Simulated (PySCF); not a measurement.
**K³⁺ (potassium, charge +3): M06-L calculation**

Configuration: [Ne] 3s2 3p4, high-spin 3P determinant. Computed with PySCF 2.14 in cc-pVDZ-X2C (5s4p2d, 27 functions), with the spin-free X2C one-electron Hamiltonian (Gaussian nucleus).

```
Total energy                                                  : -599.069 hartree
One-electron energy                                           : -795.472 hartree
Hartree (Coulomb) energy                                      : 228.577 hartree
Exchange-correlation energy                                   : -32.174 hartree
⟨S²⟩                                                          : 2.0002
⟨L²⟩                                                          : 2.000
Sum of ⟨r⟩                                                    : 11.16 bohr
Sum of ⟨r²⟩                                                   : 14.34 bohr²
Traceless quadrupole moment −½Σ⟨3z² − r²⟩ along its main axis : -0.939 e·bohr²
Langevin diamagnetic susceptibility                           : -11.4 ×10⁻⁶ cm³/mol
Time after the integrals                                      : 0.23 s of wall time on 1 thread of Neoverse-V2 (shared host)
```

```csv
shell,electrons,mean orbital energy (eV),spread (eV),"rms radius, mean of both spins (bohr)"
1s α,1,-3591.4,0,0.0937
1s β,1,-3590.8,0,0.0937
2s α,1,-411.92,0,0.418
2s β,1,-411.63,0,0.418
2p α,3,-335.93,0.977,0.388
2p β,3,-335.33,0.518,0.388
3s α,1,-78.778,0,1.35
3s β,1,-74.632,0,1.35
3p α,3,-59.317,1.875,1.54
3p β,1,-56.410,0,1.54
```

Densities and radii are taken from the X2C orbitals without a picture-change correction, which distorts them close to the nucleus.
